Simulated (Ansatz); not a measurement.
Molecular dynamics, step by step

Br₂F (charge -1), singlet, BLYP-D4/def2-SVP (Ansatz 0.2.0). Settings (timestep in fs, temperature in K, friction in 1/fs; T counts 9 degrees of freedom, while the starting velocities carry no drift of the centre of mass, so T starts below the set value):

```yaml
hamiltonian: {xc: {name: BLYP}, dispersion: d4}
md: {n_steps: 60, timestep: 0.5, temperature: 300, ensemble: nvt_langevin, seed: 427, friction: 0.05, initial_velocities: maxwell_boltzmann}
```

Start:

F1  (0.001, 0.011, -2.161)
Br2  (0.000, 0.001, -0.199)
Br3  (-0.001, -0.012, 2.360)
(Å)

| step | time (fs) | potential energy less the start (meV) | kinetic energy (meV) | T (K) |
| --- | --- | --- | --- | --- |
| 0 | 0.00 | 0.0 | 77.6 | 200 |
| 4 | 2.00 | 6.1 | 58.6 | 151 |
| 8 | 4.00 | 11.2 | 65.8 | 170 |
| 12 | 6.00 | 20.2 | 61.8 | 159 |
| 16 | 8.00 | 25.3 | 33.1 | 85 |
| 20 | 10.00 | 25.1 | 26.6 | 69 |
| 24 | 12.00 | 24.2 | 45.8 | 118 |
| 28 | 14.00 | 19.2 | 72.3 | 187 |
| 32 | 16.00 | 13.3 | 147.1 | 379 |
| 36 | 18.00 | 7.8 | 89.1 | 230 |
| 40 | 20.00 | -1.7 | 109.9 | 283 |
| 44 | 22.00 | -9.9 | 75.1 | 194 |
| 48 | 24.00 | -17.4 | 61.3 | 158 |
| 52 | 26.00 | -21.2 | 76.1 | 196 |
| 56 | 28.00 | -24.0 | 72.6 | 187 |
| 60 | 30.00 | -26.9 | 33.3 | 86 |

Step 24, positions (Å) and forces (eV/Å):

```
atom       x       y       z      Fx      Fy      Fz
  F1  -0.005  -0.018  -2.139  -0.001   0.000  -0.923
 Br2   0.006  -0.009  -0.186  -0.006  -0.005  -0.164
 Br3   0.015  -0.003   2.356   0.007   0.006   1.087
```

Step 28, positions (Å) and forces (eV/Å):

```csv
atom,x,y,z,Fx,Fy,Fz
F1,-0.002,-0.017,-2.143,-0.003,-0.003,-0.864
Br2,0.008,-0.009,-0.186,-0.003,-0.001,-0.209
Br3,0.019,0.001,2.357,0.006,0.004,1.072
```

Step 52, positions (Å) and forces (eV/Å):

```json
{"atom": "F1", "x": "-0.003", "y": "-0.041", "z": "-2.177", "Fx": "-0.012", "Fy": "0.015", "Fz": "-0.388"}
{"atom": "Br2", "x": "0.016", "y": "0.003", "z": "-0.182", "Fx": "0.005", "Fy": "-0.041", "Fz": "-0.486"}
{"atom": "Br3", "x": "0.052", "y": "0.024", "z": "2.379", "Fx": "0.006", "Fy": "0.026", "Fz": "0.874"}
```

Last step (60):

F1  (-0.011, -0.058, -2.188)
Br2  (0.020, 0.007, -0.182)
Br3  (0.061, 0.029, 2.382)
(Å)

The run took about 14 s on 4 CPU threads of an Intel Xeon 6975P-C (shared host).
